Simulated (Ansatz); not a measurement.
Si32H38, a nanocrystal cut from hexagonal silicon. The state is a singlet with charge 0. Geometry PBE-D4/def2-SVP, basis def2-TZVP, Ansatz.

```xyz
70

Si    2.934    0.288   -4.115
Si    3.039   -1.949   -3.395
Si   -0.760   -2.231   -3.964
Si    0.990   -2.539   -2.405
Si    1.040   -4.780   -1.700
Si   -1.036   -5.325   -0.735
Si    2.621    1.652   -2.224
Si    4.414    1.326   -0.714
Si   -1.169    1.391   -2.762
Si   -2.287   -0.645   -3.134
Si    0.584    1.066   -1.211
Si    0.662   -1.175   -0.521
Si    3.587    0.520    1.337
Si    2.444   -1.508    0.995
Si   -3.153   -1.404   -1.082
Si   -1.397   -1.719    0.469
Si   -1.342   -3.965    1.160
Si    1.590   -2.292    3.042
Si    0.438   -4.313    2.683
Si   -1.513    5.015   -1.537
Si   -2.667    2.998   -1.922
Si    0.241    4.658    0.013
Si    0.285    2.409    0.689
Si    2.065    2.088    2.211
Si   -3.539    2.208    0.116
Si   -4.678    0.178   -0.234
Si   -1.783    1.881    1.666
Si   -1.695   -0.360    2.362
Si    1.203    1.347    4.269
Si    0.086   -0.689    3.888
Si   -2.082    3.269    3.537
Si   -0.317    2.950    5.086
H     4.197    0.680   -4.842
H     1.773    0.445   -5.065
H     3.329   -2.874   -4.552
H     4.146   -2.103   -2.381
H    -0.189   -1.758   -5.279
H    -1.460   -3.546   -4.209
H     1.341   -5.679   -2.874
H     2.136   -4.957   -0.678
H    -2.129   -5.062   -1.740
H    -1.087   -6.785   -0.351
H     2.555    3.106   -2.630
H     5.398    0.341   -1.297
H     5.135    2.633   -0.496
H    -0.576    1.886   -4.061
H    -3.421   -0.426   -4.110
H     4.710    0.299    2.324
H     3.394   -2.532    0.419
H    -3.850   -2.728   -1.298
H    -2.654   -4.292    1.836
H     2.726   -2.483    4.020
H     1.384   -5.353    2.135
H    -0.115   -4.828    3.989
H    -0.947    5.529   -2.838
H    -2.468    6.051   -0.998
H    -3.792    3.204   -2.910
H     1.565    5.013   -0.615
H     0.050    5.539    1.223
H     2.767    3.413    2.403
H    -4.488    3.241    0.681
H    -5.805    0.381   -1.217
H    -5.263   -0.315    1.066
H    -2.994   -0.730    3.040
H     2.334    1.127    5.246
H    -0.498   -1.194    5.187
H    -2.122    4.709    3.090
H    -3.402    2.948    4.193
H     0.402    4.257    5.314
H    -0.882    2.490    6.407
```

| run | HOMO (eV) | LUMO (eV) |
| --- | --- | --- |
| A | -6.65 | -1.89 |
| B | -6.51 | -1.94 |
| C | -5.98 | -2.45 |
| D | -5.78 | -2.56 |

B3LYP takes the VWN-RPA correlation. Single mean-field runs in def2-TZVP are fitted with def2-universal-jkfit.

Question: The runs used B3LYP, PBE, PBE0, r2SCAN. Estimate which is which.

Answer: A PBE0 (25 % exact exchange); B B3LYP (20 % exact exchange); C r2SCAN (0 % exact exchange); D PBE (0 % exact exchange). Exact exchange lowers occupied and raises empty levels; among semilocal functionals meta-GGAs tend to open the gap a little, and such runs are hard to tell apart. The gap grows from 3.23 eV (PBE) to 4.76 eV (PBE0).
